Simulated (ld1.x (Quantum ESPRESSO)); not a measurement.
**Cutoff test, magnesium (Mg), RRKJ**

ld1.x (Quantum ESPRESSO) 7.5 input, shortened:

```
&input
   title='Mg', zed=12., rel=0, dft='PBE', iswitch=3,
   config='[Ne] 3s1 3p1'
 /
 &inputp
   pseudotype=2, tm=.false., lloc=0,
   nlcc=.true., new_core_ps=.true.
 /
2
3P  2  1   1.00   0.00  2.65  2.65  0.0
3S  1  0   1.00   0.00  2.15  2.15  0.0
 &test
   configts(1)='3s1 3p1'
 /
```

The pseudo-atom Hamiltonian at the reference potential is diagonalised in spherical Bessel functions j_l(qr) that vanish at 20 bohr, with q² up to the cutoff. All-electron valence levels (Ry): 3p -0.1524, 3s -0.4158.

Problem. How do the lowest levels (Ry) of each channel move with the cutoff, and are there ghosts?

Solution.

| cutoff (Ry) | p #1 | s #1 | d #1 | f #1 | Σ f·Δε (mRy) |
| --- | --- | --- | --- | --- | --- |
| 8 | -0.1520 | -0.4143 | 0.0290 | 0.0901 | 1.8 |
| 10 | -0.1522 | -0.4148 | 0.0290 | 0.0901 | 1.2 |
| 12 | -0.1523 | -0.4148 | 0.0290 | 0.0901 | 1.1 |
| 15 | -0.1524 | -0.4150 | 0.0290 | 0.0901 | 0.8 |
| 18 | -0.1524 | -0.4153 | 0.0289 | 0.0901 | 0.5 |
| 21 | -0.1524 | -0.4155 | 0.0289 | 0.0901 | 0.2 |
| 400 | -0.1524 | -0.4158 | 0.0289 | 0.0901 | 0.0 |

Result: no extra level below or beside the all-electron valence levels (p, s, d, f tested); 10 mRy is reached at 6 Ry and 1 mRy at 15 Ry.
